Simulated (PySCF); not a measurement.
TaNBr2: from structure and modes to constants

These are results of PBE0 in PySCF with Ta def2-SVP with ECP60, N def2-SVP, Br def2-SVP; scalar-relativistic core potentials, no spin–orbit coupling; density-fitted integrals, not measurements.

The singlet minimum has Cs symmetry. Masses (u): Ta 180.94800, N 14.00307, Br 78.91834.

```xyz
4
charge 0 multiplicity 1, angstrom
Ta    0.0000    0.3384    0.4661
N     0.0000   -0.5081    1.9155
Br    2.0559   -0.3398   -0.7029
Br   -2.0559   -0.3398   -0.7029
```

Harmonic wavenumbers (cm⁻¹): 57.6 (a', ×1), 158.6 (a', ×1), 218.3 (a'', ×1), 256.5 (a', ×1), 292.0 (a'', ×1), 1114.7 (a', ×1).

Q: Find the principal moments of inertia and the rotational constants. What kind of rotor is it?

A: About the centre of mass I = 211.24, 690.64, 854.9 u Å². With B = 16.8576/I this gives 0.0798, 0.02441, 0.01972 cm⁻¹. The molecule is an asymmetric top with κ = -0.84.

Q: What is the harmonic zero-point energy?

A: Half the sum of all 6 wavenumbers, 2098/2 = 1049 cm⁻¹, which is 12.5 kJ/mol (1 cm⁻¹ = 0.0119627 kJ/mol).

Q: Find the vibrational entropy and heat capacity at 298.15 K.

A: With u = 1.43878 ω/T, each mode gives S = R[u/(eᵘ−1) − ln(1−e⁻ᵘ)] and C = R u² eᵘ/(eᵘ−1)².
```csv
ω (cm⁻¹),u,S (J/(mol K)),C (J/(mol K))
57.6,0.278,18.99,8.26
158.6,0.765,10.74,7.92
218.3,1.054,8.26,7.59
256.5,1.238,7.05,7.33
292.0,1.409,6.12,7.07
1114.7,5.379,0.25,1.12
```
The sums over all modes are S = 51.4 and C = 39.3 J/(mol K); the softest mode gives 37 % of the entropy.

Q: Give the standard entropy (298.15 K, 1 bar) by its translational, rotational, vibrational and spin parts, and Cp.

A: Sackur–Tetrode with M = 352.79 u gives 182.0; rotation with symmetry number 1 gives 126.0; vibration 51.4; spin R ln 1 = 0.0. The total is 359.4 J/(mol K), and Cp = 4 R + 39.3 = 72.5 J/(mol K).

Only a few start shapes were tried, so a lower isomer may exist. No spin–orbit coupling is included, which matters more the heavier the element.
